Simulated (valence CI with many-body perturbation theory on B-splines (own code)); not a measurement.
# Mo35+: calculated level list

Computed by valence CI with perturbative core correlation (CI+MBPT): five valence electrons over a frozen Dirac-Fock core [He], radial functions for each j: 11 s, 11 p, 10 d, 8 f, 5 g, 2 h, with the one-electron correlation potential Σ1, the two-electron term Σ2, the three-electron term Σ3, Breit, model QED; selected CI, second order for the rest, scaled by the run's own slope (own B-spline code, finite nucleus).

The last digits are not significant, and no measured levels were compared; by estimate large intervals hold to a few tenths of a per cent, small ones and those within an open d or f shell to about a per cent. Among the levels kept, up to 11000 cm⁻¹ of a level comes from second order outside the variational space, and about a tenth of that is noise between levels of different J, which matters for small intervals.

Levels 46 to 90 of 204, with energies above the lowest level, (2s^2 2p1/2^2 2p3/2) J=3/2. "Leading %" is the weight of the configuration and term that name the level; weights of strongly mixed levels are sums over their largest components and can fall short. In the jj column 3d3/2^4 stands for four electrons in 3d with j = 3/2. Lifetimes count E1, E2, E3, M1 and M2 decay at the calculated energies, and are blank where another channel may lead or the interval is too uncertain; long ones can be off by a factor of two.

```tsv
No.	Configuration	Term	J	E (eV)	Leading %	Leading jj	g	Lifetime
46	2s2 2p2 3d	4D	3/2	2905.2	41	2s^2 2p1/2 2p3/2 3d5/2 (81 %)	1.174	13.7 fs
47	2s2 2p2 3s	2S	1/2	2908.5	68	2s^2 2p3/2^2 3s (91 %)	1.971	32.1 fs
48	2s2 2p2 3d	2G	9/2	2909.7	54	2s^2 2p1/2 2p3/2 3d5/2 (98 %)	1.206	123 ps
49	2s2 2p2 3d	4D	5/2	2912.5	39	2s^2 2p1/2 2p3/2 3d3/2 (51 %)	1.185	6.77 fs
50	2s2 2p2 3d	4P	3/2	2913.7	43	2s^2 2p1/2 2p3/2 3d3/2 (80 %)	1.377	5.35 fs
51	2s2 2p2 3d	4P	1/2	2916.3	44	2s^2 2p1/2 2p3/2 3d3/2 (94 %)	1.912	5.51 fs
52	2s2 2p2 3d	2D	5/2	2921.7	59	2s^2 2p1/2 2p3/2 3d5/2 (81 %)	1.181	5.04 fs
53	2s2 2p2 3d	2F	7/2	2924.5	56	2s^2 2p1/2 2p3/2 3d5/2 (86 %)	1.095	5.62 fs
54	2s2 2p2 3d	2D	3/2	2925.6	65	2s^2 2p1/2 2p3/2 3d5/2 (96 %)	0.928	7.87 fs
55	2s2 2p2 3d	2P	1/2	2928.5	68	2s^2 2p1/2 2p3/2 3d5/2 (90 %)	1.007	7.57 fs
56	2s 2p3 3p	6P	3/2	2933.5	46	2s 2p1/2^2 2p3/2 3p1/2 (85 %)	1.933	334 fs
57	2s2 2p2 3p	2P°	3/2	2934.0	26	2s^2 2p3/2^2 3p1/2 (93 %)	1.399	1.48 ps
58	2s 2p3 3s	4D°	1/2	2935.3	48	2s 2p1/2^2 2p3/2 3s (88 %)	0.649	55.2 fs
59	2s 2p3 3p	6P	5/2	2935.6	33	2s 2p1/2^2 2p3/2 3p1/2 (81 %)	1.540	102 fs
60	2s2 2p2 3p	2D°	5/2	2937.6	48	2s^2 2p3/2^2 3p1/2 (94 %)	1.181	3.77 ps
61	2s 2p3 3s	4D°	3/2	2938.4	24	2s 2p1/2^2 2p3/2 3s (89 %)	1.353	95.1 fs
62	2s2 2p2 3p	2P°	1/2	2956.2	57	2s^2 2p3/2^2 3p3/2 (72 %)	1.043	2.30 ps
63	2s2 2p2 3p	2D°	5/2	2957.0	53	2s^2 2p3/2^2 3p3/2 (96 %)	1.284	3.87 ps
64	2s2 2p2 3p	4D°	7/2	2957.8	52	2s^2 2p3/2^2 3p3/2 (95 %)	1.294	5.07 ps
65	2s 2p3 3p	6P	7/2	2964.0	55	2s 2p1/2^2 2p3/2 3p3/2 (86 %)	1.553	1.74 ps
66	2s2 2p2 3p	2P°	1/2	2967.9	84	2s^2 2p3/2^2 3p1/2 (74 %)	0.773	3.31 ps
67	2s 2p3 3p	4P	3/2	2970.6	46	2s 2p1/2^2 2p3/2 3p3/2 (89 %)	1.641	31.0 fs
68	2s 2p3 3p	4P	1/2	2977.2	44	2s 2p1/2^2 2p3/2 3p3/2 (52 %)	1.337	79.0 fs
69	2s 2p3 3p	4P	5/2	2978.1	40	2s 2p1/2^2 2p3/2 3p3/2 (81 %)	1.504	31.0 fs
70	2s2 2p2 3p	2P°	3/2	2982.8	63	2s^2 2p3/2^2 3p3/2 (94 %)	1.291	587 fs
71	2s 2p3 3p	4F	3/2	2983.3	33	2s 2p1/2^2 2p3/2 3p1/2 (92 %)	0.891	60.6 fs
72	2s 2p3 3s	4D°	5/2	2985.3	49	2s 2p1/2 2p3/2^2 3s (87 %)	1.571	89.1 fs
73	2s 2p3 3p	2P	1/2	2985.7	35	2s 2p1/2^2 2p3/2 3p1/2 (53 %)	1.584	17.3 fs
74	2s2 2p2 3p	2P°	3/2	2993.4	58	2s^2 2p3/2^2 3p3/2 (85 %)	1.309	382 fs
75	2s 2p3 3s	4S°	3/2	2999.1	29	2s 2p1/2 2p3/2^2 3s (81 %)	1.366	59.7 fs
76	2s 2p3 3s	4D°	7/2	3009.4	94	2s 2p1/2 2p3/2^2 3s (94 %)	1.418	48.0 fs
77	2s 2p3 3d	6D°	5/2	3016.2	46	2s 2p1/2^2 2p3/2 3d3/2 (82 %)	1.428	102 fs
78	2s 2p3 3p	4F	5/2	3016.5	25	2s 2p1/2^2 2p3/2 3p3/2 (87 %)	1.210	42.2 fs
79	2s 2p3 3d	6D°	3/2	3017.3	54	2s 2p1/2^2 2p3/2 3d3/2 (83 %)	1.609	60.2 fs
80	2s 2p3 3d	6D°	7/2	3017.5	46	2s 2p1/2^2 2p3/2 3d3/2 (61 %)	1.415	807 fs
81	2s 2p3 3d	6D°	1/2	3017.7	57	2s 2p1/2^2 2p3/2 3d3/2 (84 %)	2.802	202 fs
82	2s2 2p2 3d	2F	7/2	3018.6	49	2s^2 2p3/2^2 3d5/2 (96 %)	1.253	140 fs
83	2s2 2p2 3d	2D	3/2	3019.2	41	2s^2 2p3/2^2 3d3/2 (95 %)	1.107	7.66 fs
84	2s2 2p2 3d	2D	5/2	3019.7	28	2s^2 2p3/2^2 3d3/2 (81 %)	1.208	7.90 fs
85	2s2 2p2 3d	2P	1/2	3019.9	69	2s^2 2p3/2^2 3d3/2 (57 %)	0.887	14.3 fs
86	2s2 2p2 3d	4F	9/2	3020.6	53	2s^2 2p3/2^2 3d5/2 (97 %)	1.225	122 ps
87	2s 2p3 3s	2D°	5/2	3021.8	75	2s 2p1/2 2p3/2^2 3s (96 %)	1.235	47.2 fs
88	2s 2p3 3d	6D°	9/2	3022.6	56	2s 2p1/2^2 2p3/2 3d5/2 (87 %)	1.432	96.0 ps
89	2s 2p3 3p	4D	3/2	3022.6	29	2s 2p1/2^2 2p3/2 3p3/2 (87 %)	1.208	52.3 fs
90	2s2 2p2 3d	2F	7/2	3023.5	47	2s^2 2p3/2^2 3d3/2 (93 %)	1.062	6.67 fs
```
